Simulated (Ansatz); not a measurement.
Basis-set extrapolation for ClFH$_{5}$NO$_{2}$Si$_{2}$ (`O[Si](O)(F)N[SiH2]Cl`) (PBE0-D4/def2-TZVP geometry, frozen core, Ansatz 0.2.0). Multiplicity 1, RHF reference.

|  | def2-TZVPP | def2-QZVPP |
| --- | --- | --- |
| HF | -1344.392758 | -1344.439631 |
| MP2 correlation | -1.355589 | -1.474177 |
| CCSD(T) correlation | -1.446512 | not run |

Energies in hartree. Use E(X) = E(∞) + A·exp(−7.88·√X) for Hartree–Fock and E(X) = E(∞) + B·X^(−2.97) for correlation, with X = 3 and 4, and add CCSD(T) minus MP2 of the smaller set to the MP2 limit.

Q: What is the CCSD(T) energy at the basis-set limit?

A: HF limit: -1344.439631 + (-0.046873) × 0.13774 = -1344.44609. MP2 limit: -1.474177 + (-0.118588) × 0.74074 = -1.56202. Higher-order term: -1.446512 − (-1.355589) = -0.09092. Total: -1346.09903 hartree, 682.0 kJ/mol below CCSD(T)/def2-TZVPP.
